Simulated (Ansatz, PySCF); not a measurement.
Species: B2H6, net charge -2, singlet state. It need not be the lowest isomer of its formula. SMILES: [BH3-][BH3-]
Geometry: optimised at B3LYP-D3(BJ)/def2-TZVP (Ansatz, an electronic-structure program).

Wanted: vertical ionisation energy (to the doublet state of charge -1; each state is the SCF solution reached for its spin; the molecule has degenerate orbitals, so one determinant may break the symmetry), in eV. Valence correlation only, unless marked. UHF or UKS for open shells. No spin-orbit coupling. Non-relativistic. Anions need diffuse functions: aug- sets have them; def2-D sets add few. CBS marks a two-point X^-3 extrapolation of the correlation energy; Hartree-Fock from the larger set. The bracket is a focal-point correction in the basis named.

```json
[
 {"level": "HF/def2-SVPD", "program": "Ansatz", "vertical ionisation energy (eV)": "-3.99"},
 {"level": "HF/def2-TZVPPD", "program": "Ansatz", "vertical ionisation energy (eV)": "-3.95"},
 {"level": "HF/aug-cc-pVQZ", "program": "Ansatz", "vertical ionisation energy (eV)": "-3.92"},
 {"level": "M06-2X/def2-TZVPD", "program": "PySCF", "vertical ionisation energy (eV)": "-2.72"},
 {"level": "wB97M-V/def2-TZVPD", "program": "Ansatz", "vertical ionisation energy (eV)": "-2.57"},
 {"level": "wB97X-V/def2-TZVPD", "program": "Ansatz", "vertical ionisation energy (eV)": "-2.76"},
 {"level": "B2PLYP/def2-TZVPD", "program": "Ansatz", "vertical ionisation energy (eV)": "-2.75"}
]
```

**Question.** Estimate the value at RI-MP2/CBS(def2-TZVPPD,def2-QZVPPD)+[CCSD(T)-MP2]/def2-TZVPPD as computed with Ansatz.

**Answer.** -2.62 eV
